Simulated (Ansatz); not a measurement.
All numbers were calculated with Ansatz.

A structure relaxed at PBE0-D4/def2-TZVP, charge 0, multiplicity 1:

```
atom    x (Å)    y (Å)    z (Å)
  F1   2.2226   0.4053   1.4145
 Si2   1.4574   0.8167   0.0680
  N3   0.0020  -0.0622  -0.1083
 Si4  -1.4454   0.3954   0.7420
 Ga5  -0.0397  -1.6028  -1.1538
  H6   2.3713   0.4945  -1.0523
  H7   1.1920   2.2701   0.1750
  H8  -1.8887  -0.6812   1.6671
  H9  -2.5560   0.6612  -0.2114
 H10  -1.1746   1.6267   1.5300
 H11  -1.4273  -2.3139  -1.2116
 H12   1.2866  -2.0098  -1.8593
```

Give its formula and SMILES.

FGaH7NSi2, `F[SiH2][N]([SiH3])[GaH2]`.

Summarise the bond lengths by kind.

1 × F–Si 1.602 Å; 2 × N–Si 1.709 to 1.740 Å; 5 × H–Si 1.481 to 1.488 Å; 1 × Ga–N 1.862 Å; 2 × Ga–H 1.556 to 1.560 Å.
